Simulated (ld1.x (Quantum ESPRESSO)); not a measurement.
Transferability test, ultrasoft potential for Mn

```json
{
  "Element": "manganese (Mn)",
  "Generator": "ld1.x (Quantum ESPRESSO) 7.5",
  "Type": "ultrasoft",
  "Functional": "PBE",
  "Relativity": "scalar-relativistic",
  "Frozen core": "[Ar]",
  "Valence charge": "7",
  "Reference configuration": "3d5 4s1 4p1",
  "Partial waves": "4s (bound): rcut 2.20, rcutus 2.60 bohr; 4s channel at 1.75 Ry: rcut 2.20, rcutus 2.60 bohr; 4p (bound): rcut 2.35, rcutus 2.50 bohr; 4p channel at 0.65 Ry: rcut 2.35, rcutus 2.50 bohr; 3d (bound): rcut 1.20, rcutus 1.35 bohr; 3d channel at 1.05 Ry: rcut 1.20, rcutus 1.35 bohr",
  "Local potential": "all-electron potential smoothed inside 1.20 bohr (lloc = -1)",
  "Core correction": "a·sin(br)/r model core, default radius (core density twice the valence density)",
  "Augmentation charge": "PSQ, inside the norm-conserving radii"
}
```

Energies are relative to the spin-unpolarised reference configuration 3d5 4s1 4p1; without spin polarisation the order of configurations can differ from experiment.

```tsv
valence configuration	charge	ΔE all-electron (eV)	error AE − PS (meV)
3d5 4s2 4p0	0	-3.857	-3.6
3d5 4s1 4p0	+1	4.559	-0.7
3d5 4s0 4p0	+2	20.158	-24
3d4 4s0 4p0	+3	52.677	-532
3d5.5 4s1.5 4p0	0	-4.339	-43
3d5 4s0 4p2	0	4.072	-4.4
```

**Question.** What are ΔE and the potential's error for 3d4 4s2 4p0?

**Answer.** ΔE = 9.330 eV all-electron; the error (AE − PS) is -586 meV.

Levels in the configuration 3d5 4s1 4p0:

```tsv
level	all-electron (eV)	pseudo (eV)
3d	-14.908	-14.889
4s	-11.877	-11.883
```

Note: ghost state, extra bound levels that the all-electron valence spectrum of the same l lacks: s at -168.7 eV. A true bound ghost makes a file unfit for plane-wave use.
